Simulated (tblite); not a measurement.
C6H15NSi.
Atom-mapped SMILES: `[CH3:1][CH:2]([CH3:3])[C@@H:4]1[CH2:5][CH2:6][NH:7][SiH2:8]1` (hydrogens: H9, H10, H11 on C1; H12 on C2; H13, H14, H15 on C3; H16 on C4; H17, H18 on C5; H19, H20 on C6; H21 on N7; H22, H23 on Si8)

Geometry (GFN2-xTB, Å), atoms numbered from 1 in this order:
```xyz
23
C6H15NSi angstrom
C      2.0217   -1.2754    0.3796
C      1.2966   -0.0698   -0.2202
C      2.1214    1.1909    0.0266
C     -0.1090    0.0924    0.3572
C     -1.0015   -1.1327    0.1320
C     -2.4540   -0.7010    0.3070
N     -2.5824    0.5673   -0.3816
Si    -1.1505    1.5102   -0.3832
H      1.5167   -2.2040    0.1273
H      2.0647   -1.1892    1.4639
H      3.0403   -1.3317    0.0004
H      1.2118   -0.2222   -1.3026
H      1.6408    2.0594   -0.4172
H      3.1152    1.0880   -0.4051
H      2.2287    1.3671    1.0952
H     -0.0090    0.2480    1.4371
H     -0.8655   -1.4834   -0.8931
H     -0.7645   -1.9520    0.8127
H     -3.1401   -1.4357   -0.1284
H     -2.6948   -0.6070    1.3762
H     -3.5192    0.9296   -0.4299
H     -1.1475    2.6984    0.4821
H     -0.8246    1.8795   -1.7631
```

Method: GFN2-xTB as coded in tblite; computed harmonic values from a numerical Hessian at the method's own geometry, unscaled. Errors from tens to a few hundred cm⁻¹ against measured bands are possible. Modes of hydrogen on silicon can be 10 to 20 % off. One conformer, not necessarily the lowest.

Harmonic wavenumbers (cm⁻¹): 75.4, 91.8, 167.1, 193.8, 214.1, 228.7, 305.3, 311.3, 375.3, 391.2, 443.1, 468.9, 519.6, 550.3, 569.8, 683.5, 721.9, 810.1, 859.4, 885.8, 919.2, 946.9, 966.9, 987.7, 998.9, 1016.2, 1090.2, 1119.1, 1137.4, 1151.9, 1153.8, 1185.6, 1200.2, 1245.2, 1267.3, 1283.9, 1322.5, 1326.9, 1357.7, 1360.4, 1408.0, 1421.3, 1487.0, 1498.6, 1501.2, 1506.1, 1508.3, 1515.6, 2193.4, 2246.1, 2849.8, 2915.3, 2919.4, 2925.5, 2968.9, 2979.0, 3018.7, 3021.5, 3023.4, 3028.9, 3036.9, 3045.5, 3486.3.

A = 2849, B = 1223, C = 909.4 MHz; mass 129.097 u (most abundant isotopes); point group C1, symmetry number 1.

Q: Zero-point energy?

A: ½Σν̃ = 43704 cm⁻¹ = 124.96 kcal/mol.

Q: Entropy at 500 K, 1 bar (ideal gas, RRHO, classical rotation)?

A: Translation 43.07, rotation 30.55, vibration 49.29: S = 122.9 cal/(mol K).

Q: And Cp and H(500 K) − H(0)?

A: Cp = 63.89 cal/(mol K), of which vibrations give 55.94 (their classical limit is 63 R = 125.2); H(500 K) − H(0) = 17.60 kcal/mol without the zero-point energy, 13.62 from vibrations.

Q: Blend soft modes into free rotors: weight 1/[1 + (100 cm⁻¹/ν̃)⁴] for the oscillator and the rest for a rotor with moment μB/(μ + B), μ = h/(8π²ν), B = 10⁻⁴⁴ kg m². What vibrational entropy results?

A: 47.43 cal/(mol K) in place of 49.29, which changes −T·S at 500 K by +0.93 kcal/mol.

Q: How do the functions run with temperature in this model?

A: 
| T (K) | S (cal/(mol K)) | Cp (cal/(mol K)) | H − H(0) (kcal/mol) | G − H(0) (kcal/mol) | ln q(vib) |
| --- | --- | --- | --- | --- | --- |
| 100 | 66.6 | 17.5 | 1.17 | -5.49 | 1.00 |
| 200 | 82.3 | 29.1 | 3.51 | -12.96 | 3.22 |
| 300 | 96.4 | 41.1 | 7.01 | -21.90 | 5.73 |
| 800 | 158.4 | 87.0 | 40.52 | -86.20 | 19.29 |
| 1000 | 179.0 | 97.1 | 58.98 | -119.98 | 24.55 |

q(vib) and H(0) count from the zero-point level.

Hindered rotation and anharmonicity are outside this model. Other conformers, if any are populated, would add a mixing term that is left out. The structure is chiral; the term R ln 2 for an equal mix with its mirror image is left out.

Time: 1.8 s wall. Hardware: Arm Neoverse N1, one thread, shared host with 64 logical CPUs at a one-minute load of 59. The figure is for the frequency step alone.
